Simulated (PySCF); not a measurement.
PySCF input for boric acid (BH3O3), SMILES OB(O)O, B3LYP/pcSseg-2. Geometry optimised at PBE0-D3(BJ)/def2-SVP. The values are those of a single conformer.

```python
import numpy as np
from pyscf import gto, scf, dft
from pyscf.prop.nmr import rks as nmr

mol = gto.M(
    atom='''
    O    -0.61534968   -1.23793060    0.00000000
    B    -0.03295765   -0.01073167    0.00000000
    O     1.33962136    0.05958174    0.00000000
    O    -0.86928826    1.06839361    0.00000000
    H     0.04844498   -1.93321047    0.00000000
    H     1.70620246    0.94620210    0.00000000
    H    -0.42972658    1.92030873    0.00000000
    ''',
    basis='pcSseg-2',
    charge=0,
    spin=0,
    max_memory=1600,
    verbose=3,
)
mf = dft.RKS(mol, xc='b3lyp').density_fit(auxbasis='def2-universal-jkfit')
mf.grids.level = 3
mf.conv_tol = 1e-10
mf.max_cycle = 100
mf.kernel()
n = nmr.NMR(mf)
n.verbose = 2
n.max_cycle_cphf = 60
sigma = n.kernel()
print('atom   isotropic/ppm   span/ppm')
for i, s in enumerate(sigma):
    w = np.linalg.eigvalsh((s + s.T) / 2)
    print(f'{mol.atom_symbol(i):2s}{i + 1:3d} {w.mean():14.3f} {w[2] - w[0]:11.3f}')
```

Program output:

```
converged SCF energy = -252.612371368271
atom   isotropic/ppm   span/ppm
O   1        248.708     113.179
B   2         77.922      12.803
O   3        243.556     107.758
O   4        245.645     106.050
H   5         28.729      16.247
H   6         29.370      16.888
H   7         29.518      16.244
```

Self-consistency was reached.
